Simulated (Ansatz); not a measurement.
A structure relaxed at PBE0-D4/def2-TZVP, charge 0, multiplicity 1:

```
atom    x (Å)    y (Å)    z (Å)
  C1   1.2433   0.7799  -0.1337
  N2   0.0542  -0.0201   0.0138
  C3   0.2803  -1.3091   0.6163
 In4  -1.7420   0.6050  -0.5518
 Cl5  -2.0053   2.6916  -1.5031
 Cl6  -3.5909  -0.7481  -0.2706
  H7   1.9889   0.2750  -0.7649
  H8   1.7166   0.9773   0.8391
  H9   1.0166   1.7437  -0.5944
 H10   0.7075  -1.2105   1.6248
 H11   0.9814  -1.9114   0.0206
 H12  -0.6506  -1.8733   0.7038
```

(1) Give its formula and SMILES.

(2) Point group (tolerance 0.08 Å, 0.16 Å for H)?

(3) Summarise the bond lengths by kind.

Results:

(1) C2H6Cl2InN, `C[N](C)[In]([Cl])[Cl]`.

(2) C2v.

(3) 2 × C–N 1.441 Å; 6 × C–H 1.092 to 1.100 Å; 1 × In–N 1.984 Å; 2 × Cl–In 2.308 Å.

Results of the Gaussian-basis code of Ansatz.
